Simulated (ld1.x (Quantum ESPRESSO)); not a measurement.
What one change does to a pseudopotential (antimony, ultrasoft)

ld1.x (Quantum ESPRESSO) 7.5 input, shortened:

```
&input
   title='Sb', zed=51., rel=1, dft='PZ', iswitch=3,
   config='[Kr] 4d10 5s2 5p2 5d-2'
 /
 &inputp
   pseudotype=3, tm=.true., lloc=-1, rcloc=1.75,
   nlcc=.true., new_core_ps=.true., rcore=1.00,
   which_augfun='PSQ', rmatch_augfun_nc=.true.
 /
6
5S  1  0   2.00   0.00  1.85  2.10  0.0
5S  1  0   0.00   3.65  1.85  2.10  0.0
5P  2  1   2.00   0.00  2.05  2.65  0.0
5P  2  1   0.00   0.05  2.05  2.65  0.0
5D  3  2  -2.00   0.05  2.20  2.35  0.0
5D  3  2  -2.00   1.55  2.20  2.35  0.0
 &test
   configts(1)='5s2 5p2'
 /
```

Change: local potential all-electron potential smoothed inside 2.30 bohr (lloc = -1).

Cutoffs: the cutoffs (Ry, on a coarse ladder) from which the occupation-weighted sum of valence levels, in a spherical-Bessel basis at the reference potential, stays within 10 and 1 mRy of its value at 400 Ry; they do not see the model core or the augmentation charge, which bear on the density cutoff. Errors are all-electron minus pseudo energies relative to the spin-unpolarised reference configuration.

What does the change do?

Both files are so soft that the ladder of cutoffs tells neither apart; the bound ghost in d disappears; the number of tests with a reliable result goes from 9 to 4 (the test run of the changed file stopped, so its transferability is not established); the errors of the 4 common tests hardly move; the range in which the s phases agree widens (upper end 1.3 → at the end of the scan); the range in which the d phases agree narrows (upper end 4.3 → 0.7). A state that the projectors do not describe sees the local part alone, so a deeper or shallower local part can create or remove a ghost.

```csv
quantity,base,changed
"cutoff, loose",8 Ry,8 Ry
"cutoff, tight",12 Ry,12 Ry
bound ghosts,d,none
tests with a reliable result,9 of 9,4 of 9 (the test run stopped)
"error for 5s2 5p3, meV [ΔE -8.52 eV]",-3.3,-3.3
"error for 5s2 5p1, meV [ΔE 16.25 eV]",-21,-21
"error for 5s2 5p0, meV [ΔE 41.04 eV]",-109,-110
"error for 5s0 5p5, meV [ΔE 8.12 eV]",-35,-35
s: phases at 2.89 bohr within 0.05 rad from the reference energy up to (Ry; the scan ends near 5),1.3,to the end of the scan
p: phases at 2.89 bohr within 0.05 rad from the reference energy up to (Ry; the scan ends near 5),2.3,2.5
d: phases at 2.89 bohr within 0.05 rad from the reference energy up to (Ry; the scan ends near 5),4.3,0.7
lowest overlap eigenvalue by channel,"s 0.59, p 0.48, d 0.79","s 0.65, p 0.56, d 0.79"
```

 A true bound ghost makes a file unfit for plane-wave use even where its test errors are small: the radial tests pick states by their node count and pass the ghost by.
